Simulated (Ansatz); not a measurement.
Ansatz (a program for electronic structure) input (HF/6-31G* with LANL2DZ past Ar): The .json file joins the Basis Set Exchange's 6-31G* for atoms up to Ar and LANL2DZ past it.

Ansatz 0.2 input:
```yaml
crystal:
  periodic: [false, false, false]
  atoms:
    - {symbol: C, position_ang: [1.74758100, 0.10306200, -0.94485800]}
    - {symbol: Ge, position_ang: [0.11109300, 0.01195800, -0.08683100]}
    - {symbol: C, position_ang: [-1.77762500, 0.22992800, -0.69627000]}
    - {symbol: F, position_ang: [-0.11231800, -1.57415100, 0.72989800]}
    - {symbol: F, position_ang: [0.02560800, 1.17163200, 1.28450100]}
    - {symbol: H, position_ang: [1.84876300, -0.67022700, -1.70979500]}
    - {symbol: H, position_ang: [1.93761300, 1.09856900, -1.35252800]}
    - {symbol: H, position_ang: [-1.91586300, 1.22792100, -1.11730600]}
    - {symbol: H, position_ang: [-2.00310500, -0.50885400, -1.46810500]}
    - {symbol: H, position_ang: [-2.46172700, 0.09466800, 0.14351900]}
basis:
  gaussian:
    orbitals: 6-31Gs+LANL2DZ.json
hamiltonian:
  xc: {name: HF}
total_charge: -1
relax: {f_tol: 0.003, max_steps: 120}
```

Output:

```
Functional definition: HF
integrals: 0.03 GiB planned
889 factors; integrals over basis functions are off by at most 4.1e-4 eV
mean field: 0.19 GiB planned
mean field evaluation 1: about -7649.1043 eV, gradient 3.0e1 eV
mean field evaluation 2: about -7649.1803 eV, gradient 3.0e1 eV
mean field evaluation 4: about -7651.5210 eV, gradient 2.9e0 eV
mean field evaluation 8: about -7651.5531 eV, gradient 1.8e-1 eV
mean field -7651.55335190 eV, -281.1893992732 hartree, gradient 1.8e-5 eV, S^2 0.000000; 0 other end points of the search recorded, 0 dependent functions left out
the calculation of the forces begins
reference -7651.55335190 eV, -281.1893992732 hartree; 20, 20 occupied and 58, 58 virtual orbitals, 889 factors
relax step   1: F+E_penalty+E_count = -7651.55335190 eV  Δ(F+E_penalty+E_count) = +0.000e0 eV  max|allowed force component| = 1.955e0 eV/Å  Δτ_max = 0.0000 Å  (35 SCF iters, accepted)
these checks for a lower state are left out or cut short: starts, cluster_reference, orbital_swaps, neighbouring_geometries, increment
integrals: 0.03 GiB planned
889 factors; integrals over basis functions are off by at most 4.0e-4 eV
mean field: 0.19 GiB planned
mean field evaluation 16: about -7651.6519 eV, gradient 4.7e-1 eV
mean field -7651.65259039 eV, -281.1930462203 hartree, gradient 2.3e-5 eV, S^2 0.000000; 0 other end points of the search recorded, 0 dependent functions left out
the calculation of the forces begins
reference -7651.65259039 eV, -281.1930462203 hartree; 20, 20 occupied and 58, 58 virtual orbitals, 889 factors
relax step   2: F+E_penalty+E_count = -7651.65259039 eV  Δ(F+E_penalty+E_count) = -9.924e-2 eV  max|allowed force component| = 8.778e-1 eV/Å  Δτ_max = 0.0306 Å  (35 SCF iters, accepted)
these checks for a lower state are left out or cut short: starts, cluster_reference, orbital_swaps, neighbouring_geometries, increment
integrals: 0.03 GiB planned
889 factors; integrals over basis functions are off by at most 4.0e-4 eV
mean field: 0.19 GiB planned
mean field -7651.68410014 eV, -281.1942041822 hartree, gradient 2.3e-5 eV, S^2 0.000000; 0 other end points of the search recorded, 0 dependent functions left out
the calculation of the forces begins
reference -7651.68410014 eV, -281.1942041822 hartree; 20, 20 occupied and 58, 58 virtual orbitals, 889 factors
relax step   3: F+E_penalty+E_count = -7651.68410014 eV  Δ(F+E_penalty+E_count) = -3.151e-2 eV  max|allowed force component| = 2.629e-1 eV/Å  Δτ_max = 0.0556 Å  (34 SCF iters, accepted)
these checks for a lower state are left out or cut short: starts, cluster_reference, orbital_swaps, neighbouring_geometries, increment
integrals: 0.03 GiB planned
889 factors; integrals over basis functions are off by at most 4.0e-4 eV
mean field: 0.19 GiB planned
mean field evaluation 32: about -7651.6888 eV, gradient 4.9e-1 eV
mean field -7651.68947349 eV, -281.1944016494 hartree, gradient 2.3e-5 eV, S^2 0.000000; 0 other end points of the search recorded, 0 dependent functions left out
the calculation of the forces begins
reference -7651.68947349 eV, -281.1944016494 hartree; 20, 20 occupied and 58, 58 virtual orbitals, 889 factors
relax step   4: F+E_penalty+E_count = -7651.68947349 eV  Δ(F+E_penalty+E_count) = -5.373e-3 eV  max|allowed force component| = 5.393e-2 eV/Å  Δτ_max = 0.0196 Å  (36 SCF iters, accepted)
these checks for a lower state are left out or cut short: starts, cluster_reference, orbital_swaps, neighbouring_geometries, increment
integrals: 0.03 GiB planned
889 factors; integrals over basis functions are off by at most 4.0e-4 eV
mean field: 0.19 GiB planned
mean field -7651.68972825 eV, -281.1944110116 hartree, gradient 2.6e-5 eV, S^2 0.000000; 0 other end points of the search recorded, 0 dependent functions left out
the calculation of the forces begins
reference -7651.68972825 eV, -281.1944110116 hartree; 20, 20 occupied and 58, 58 virtual orbitals, 889 factors
relax step   5: F+E_penalty+E_count = -7651.68972825 eV  Δ(F+E_penalty+E_count) = -2.548e-4 eV  max|allowed force component| = 4.591e-2 eV/Å  Δτ_max = 0.0041 Å  (26 SCF iters, accepted)
these checks for a lower state are left out or cut short: starts, cluster_reference, orbital_swaps, neighbouring_geometries, increment
integrals: 0.03 GiB planned
889 factors; integrals over basis functions are off by at most 3.9e-4 eV
mean field: 0.19 GiB planned
mean field -7651.68991653 eV, -281.1944179307 hartree, gradient 2.2e-5 eV, S^2 0.000000; 0 other end points of the search recorded, 0 dependent functions left out
the calculation of the forces begins
reference -7651.68991653 eV, -281.1944179307 hartree; 20, 20 occupied and 58, 58 virtual orbitals, 889 factors
relax step   6: F+E_penalty+E_count = -7651.68991653 eV  Δ(F+E_penalty+E_count) = -1.883e-4 eV  max|allowed force component| = 1.646e-2 eV/Å  Δτ_max = 0.0035 Å  (27 SCF iters, accepted)
these checks for a lower state are left out or cut short: starts, cluster_reference, orbital_swaps, neighbouring_geometries, increment
integrals: 0.03 GiB planned
889 factors; integrals over basis functions are off by at most 3.9e-4 eV
mean field: 0.19 GiB planned
mean field -7651.69003615 eV, -281.1944223266 hartree, gradient 1.2e-5 eV, S^2 0.000000; 0 other end points of the search recorded, 0 dependent functions left out
the calculation of the forces begins
reference -7651.69003615 eV, -281.1944223266 hartree; 20, 20 occupied and 58, 58 virtual orbitals, 889 factors
relax step   7: F+E_penalty+E_count = -7651.69003615 eV  Δ(F+E_penalty+E_count) = -1.196e-4 eV  max|allowed force component| = 3.316e-3 eV/Å  Δτ_max = 0.0064 Å  (28 SCF iters, accepted)
these checks for a lower state are left out or cut short: starts, cluster_reference, orbital_swaps, neighbouring_geometries, increment
integrals: 0.03 GiB planned
889 factors; integrals over basis functions are off by at most 3.9e-4 eV
mean field: 0.19 GiB planned
mean field evaluation 64: about -7651.6900 eV, gradient 2.4e-5 eV
mean field -7651.69004151 eV, -281.1944225237 hartree, gradient 2.4e-5 eV, S^2 0.000000; 0 other end points of the search recorded, 0 dependent functions left out
the calculation of the forces begins
reference -7651.69004151 eV, -281.1944225237 hartree; 20, 20 occupied and 58, 58 virtual orbitals, 889 factors
relax step   8: F+E_penalty+E_count = -7651.69004151 eV  Δ(F+E_penalty+E_count) = -5.365e-6 eV  max|allowed force component| = 1.808e-3 eV/Å  Δτ_max = 0.0014 Å  (25 SCF iters, accepted)
integrals: 0.03 GiB planned
889 factors; integrals over basis functions are off by at most 3.9e-4 eV
mean field: 0.19 GiB planned
mean field -7651.69004151 eV, -281.1944225237 hartree, gradient 2.4e-5 eV, S^2 0.000000; 1 other end points of the search recorded, 0 dependent functions left out
the calculation of the forces begins
reference -7651.69004151 eV, -281.1944225237 hartree; 20, 20 occupied and 58, 58 virtual orbitals, 889 factors
Total energy: -7651.69004151 eV, -281.1944225237 hartree
Atom 0 at     1.683063     0.111927    -0.972704 Å, force     0.000320    -0.000381     0.001808 eV/Å
Atom 1 at     0.111370     0.003380    -0.044432 Å, force    -0.001807    -0.000136     0.001123 eV/Å
Atom 2 at    -1.756367     0.228468    -0.694329 Å, force     0.000737    -0.000004    -0.000163 eV/Å
Atom 3 at    -0.101737    -1.520192     0.742185 Å, force     0.000154    -0.000466    -0.000744 eV/Å
Atom 4 at     0.030704     1.116378     1.274729 Å, force     0.000212     0.000700    -0.000508 eV/Å
Atom 5 at     1.848809    -0.669189    -1.706926 Å, force     0.000536    -0.001212    -0.001277 eV/Å
Atom 6 at     1.937503     1.096502    -1.350287 Å, force     0.000675     0.001554    -0.000718 eV/Å
Atom 7 at    -1.900741     1.219454    -1.118873 Å, force    -0.000196     0.000880    -0.000016 eV/Å
Atom 8 at    -1.987210    -0.501939    -1.466566 Å, force    -0.000280    -0.000781    -0.000352 eV/Å
Atom 9 at    -2.465374     0.099717     0.119428 Å, force    -0.000351    -0.000153     0.000847 eV/Å
Dipole moment:    -0.836312     0.083748    -0.206645 e Å
```

The dipole moment of an ion depends on the origin.

The geometry given is a B3LYP-D3(BJ)/def2-TZVP minimum.
